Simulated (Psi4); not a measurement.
C3H9Bi (SMILES [CH3][Bi]([CH3])[CH3]), singlet, at a GFN2-xTB geometry (such geometries of metal compounds can be far from the true shape) (core potentials on Bi). Base run: CAM-B3LYP/def2-SV(P) (Psi4).

Here is a job for Psi4.
```
memory 2 GB

molecule {
0 1
  Bi   -0.00265924   -0.00463990    0.32774277
  C    -1.05486994   -1.53919065   -0.96882360
  H    -0.64425811   -2.52383649   -0.78776141
  H    -0.90946744   -1.27908881   -2.00731595
  H    -2.11451925   -1.54953889   -0.74958142
  C    -0.80582360    1.70974853   -0.92080720
  H    -0.65333574    1.48323884   -1.96613109
  H    -0.28504596    2.62610321   -0.67562231
  H    -1.86385686    1.84117722   -0.73586087
  C     1.88353121   -0.13071016   -0.92504196
  H     1.61103079   -0.12000137   -1.97045578
  H     2.41685485   -1.04639693   -0.70569174
  H     2.52628836    0.71436864   -0.71619253
}

set basis def2-sv(p)

energy('cam-b3lyp')
print_variables()
```

Each row names what was changed in the base input (with any setting that the change needs).

| change | ΔE vs base (mEh) | SCF cycles | grid points | basis functions | outcome |
|---|---|---|---|---|---|
| base | 0.000 | 9 | 278056 | 86 | converged |
| df_basis_scf = cc-pvtz-jkfit | - | - | - | 86 | input refused |
| puream = true | 0.000 | 9 | 278056 | 86 | converged |
| dft_radial_points = 150 | 0.000 | 9 | 551667 | 86 | converged |
| guess = sadno | 0.000 | 9 | 278056 | 86 | converged |
| guess = core | 0.000 | 11 | 278056 | 86 | converged |
| dft_spherical_points = 194 | -0.004 | 9 | 178773 | 86 | converged |
| cholesky_tolerance = 1e-6 (with scf_type cd) | - | - | - | - | input refused |
| scf_type = pk | 0.043 | 8 | 278056 | 86 | converged |
| d_convergence = 1e-4 | 0.000 | 8 | 278056 | 86 | converged |
| dft_spherical_points = 590 | 0.006 | 9 | 542441 | 86 | converged |
| scf_type = dfdirj+link | - | - | - | - | input refused |
| dft_radial_points = 99 | 0.000 | 9 | 364807 | 86 | converged |

- df_basis_scf = cc-pvtz-jkfit: ended with `psi4.driver.qcdb.exceptions.BasisSetNotFound: BasisSet::construct: Unable to find a basis set for atom 1 for key JKFIT among:`
- cholesky_tolerance = 1e-6 (with scf_type cd): ended with `psi4.driver.p4util.exceptions.ValidationError: SCF: SCF_TYPE (CD) not supported for range-separated functionals, plese use SCF_TYPE = 'DF' to automatically select the correct JK build.`
- scf_type = dfdirj+link: ended with `psi4.driver.p4util.exceptions.ValidationError: SCF: SCF_TYPE (DFDIRJ+LINK) not supported for range-separated functionals, plese use SCF_TYPE = 'DF' to automatically select the correct JK build.`
